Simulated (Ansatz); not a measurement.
Relaxation of a periodic cell of 17 atoms, LiSi16 (host Si, host structure diamond, interstitial Li), to a largest force component of 0.08 eV/Å in at most 25 steps.

These are results of Ansatz 0.2.0, DFT PBEsol, scalar-relativistic, plane waves, PAW, not measurements. Settings: accuracy low, cutoff 420 eV, k mesh 2x2x2, fermi-dirac smearing 0.05 eV, spin collinear.

```xyz
17
Lattice="0.0000 5.4300 5.4300 5.4300 0.0000 5.4300 5.4300 5.4300 0.0000" Properties=species:S:1:pos:R:3:forces:R:3
Si 0.000 0.000 0.000 0.28 -0.01 0.02
Si 1.357 1.357 1.357 -0.15 0.15 0.14
Si 2.715 2.715 0.000 0.01 -0.23 0.00
Si 4.072 4.072 1.357 0.45 -0.49 0.48
Si 2.715 0.000 2.715 -0.02 -0.01 -0.30
Si 4.072 1.357 4.072 0.69 0.66 -0.67
Si 5.430 2.715 2.715 0.00 0.01 -0.01
Si 6.787 4.072 4.072 -0.52 -0.54 -0.49
Si 0.000 2.715 2.715 0.00 -0.01 0.01
Si 1.357 4.072 4.072 -0.15 -0.14 -0.15
Si 2.715 5.430 2.715 0.02 0.00 0.24
Si 4.072 6.787 4.072 0.14 0.14 -0.14
Si 2.715 2.715 5.430 -0.01 0.32 0.01
Si 4.072 4.072 6.787 0.16 -0.15 0.15
Si 5.430 5.430 5.430 -0.26 0.01 -0.01
Si 6.787 6.787 6.787 -0.56 0.52 0.58
Li 8.157 5.479 5.396 -0.07 -0.22 0.16
```

Where does it end, and by what steps?

The forces met the threshold. The threshold is loose, so the end isn't yet a minimum. Limits of this set-up: low accuracy level. After 2 steps the energy has fallen by 0.137 eV; Si6 moved furthest, 0.06 Å.

| step | energy less start (eV) | largest force component (eV/Å) | accepted |
| --- | --- | --- | --- |
| 0 | 0.0000 | 0.692 | yes |
| 1 | -0.1274 | 0.171 | yes |
| 2 | -0.1367 | 0.034 | yes |

```xyz
17
Lattice="0.0000 5.4300 5.4300 5.4300 0.0000 5.4300 5.4300 5.4300 0.0000" Properties=species:S:1:pos:R:3
Si 0.019 0.003 -0.002
Si 1.345 1.371 1.369
Si 2.715 2.698 -0.001
Si 4.100 4.046 1.384
Si 2.717 0.002 2.695
Si 4.108 1.393 4.037
Si 5.431 2.722 2.710
Si 6.758 4.044 4.043
Si 0.000 2.715 2.715
Si 1.345 4.061 4.059
Si 2.714 5.432 2.732
Si 4.084 6.800 4.060
Si 2.716 2.736 5.429
Si 4.086 4.060 6.800
Si 5.412 5.431 5.430
Si 6.757 6.819 6.818
Li 8.150 5.447 5.418
```

Whether the end is a true minimum wasn't checked by a vibrational analysis.

Time of the run: 45 s on 1 thread of Arm Neoverse V1, on a shared host, peak memory 0.68 GiB.
